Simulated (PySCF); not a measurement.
# Pb⁺: ionisation energy

Pb⁺ [Xe] 4f14 5d10 6s2 6p1 (2P) → Pb²⁺ [Xe] 4f14 5d10 6s2 (1S), as a difference of total energies. All numbers are calculated (PySCF 2.14, a scalar-relativistic core potential, in aug-cc-pVTZ-PP with one added diffuse shell each of d, f type with ECP60MDF (6s5p5d3f, 67 functions)). Correlated levels: valence: 5s2 5p6 5d10 frozen. The calculations carry no spin-orbit coupling.

```csv
method,ionisation energy (eV),error (eV)
UHF,13.200,-0.669
LDA,13.915,+0.046
PBE,13.704,-0.165
PBE0,13.732,-0.137
r2SCAN,13.802,-0.067
wB97X,13.569,-0.300
M06-L,13.262,-0.607
revPBE,13.632,-0.237
LC-wPBE,13.830,-0.039
MP2 (valence),13.386,-0.483
SCS-MP2 (valence),13.373,-0.496
```

Reference: 13.869 eV (measured; NIST levels, between the centres of gravity of the two terms).

Errors of the correlated levels include the incompleteness of this basis and the frozen core.
